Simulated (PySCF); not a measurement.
Gas-phase equilibrium of 1 mol B₂O₃, 32 mol H₂O at 1200 K and 1.00 bar, among 22 species (BH₃, BO, O₂, B₂H₆, O, HO₂, B₃O₃H₃, H₂O, H, HBO₂, H₂O₂, O₃, B₂O, H₂, (HBO₂)₃, B(OH)₃, BH, BH₂, B₂O₂, B₂O₃, B, OH). Only gases are allowed; each row takes one source of thermochemistry for all species, and Cantera finds the minimum.

Computed with PySCF (xtb for GFN2) and rigid-rotor harmonic-oscillator thermochemistry at 1 bar. S°(298 K) at PBE0/def2-TZVP differs from the NASA 1993 table for (HBO₂)₃ (+10 J/mol/K); whether the harmonic model or the table's entry is off was not settled. † marks an energy on the PBE0/def2-TZVP geometry and frequencies; other levels use their own. 6-31G* has spherical d functions here. Open shells (unrestricted) among the columns below: O (multiplicity 3, electronic degeneracy 9), OH (multiplicity 2, electronic degeneracy 4); the rest are closed-shell singlets. GFN2 has no spin-polarisation term. Spin-orbit splitting is ignored; it lowers the true energy and changes the entropy of O, OH. The harmonic model lacks anharmonicity and excited electronic states, which grow with temperature; levels with a mode under 35 cm⁻¹ are left out. Internal rotation in (HBO₂)₃, B(OH)₃ is treated as a harmonic vibration of one conformer, which makes the entropy rough.

Molecules larger than those listed are left out. Table species left out: BO2, B2, HBO.

With BLYP/def2-TZVP† thermochemistry: H₂O 0.95, HBO₂ 0.032, B(OH)₃ 0.014, (HBO₂)₃ 0.0056, H₂ 0.00014, OH 1.1e-6, O 1.1e-11.

Task: How far does the composition move with the other sources (GFN2-xTB, HF/6-31G*, HF/def2-TZVP†, M06-2X/def2-TZVP†, ωB97M-V/def2-TZVP†)?

Result: 
| thermochemistry | x H₂O | x HBO₂ | x B(OH)₃ | x (HBO₂)₃ | x H₂ | x OH | x O |
|---|---|---|---|---|---|---|---|
| BLYP/def2-TZVP† | 0.95 | 0.032 | 0.014 | 0.0056 | 0.00014 | 1.1e-6 | 1.1e-11 |
| GFN2-xTB | 0.94 | 0.054 | 0.00034 | 4.9e-7 | 1.4e-6 | 7.1e-11 | <1e-12 |
| HF/6-31G* | 0.95 | 0.00025 | 0.014 | 0.016 | 0.0094 | 0.0075 | 0.0056 |
| HF/def2-TZVP† | 0.96 | 0.00040 | 0.015 | 0.016 | 0.0023 | 0.0028 | 0.00087 |
| M06-2X/def2-TZVP† | 0.97 | 0.00027 | 0.018 | 0.015 | 2.0e-5 | 9.9e-7 | 6.1e-11 |
| ωB97M-V/def2-TZVP† | 0.97 | 0.00071 | 0.016 | 0.016 | 2.2e-5 | 1.1e-6 | 5.2e-11 |
The most sensitive of these is O: it spans a factor of 10^9.8 over these rows; at this temperature one factor of ten is RT ln 10 = 23 kJ/mol.
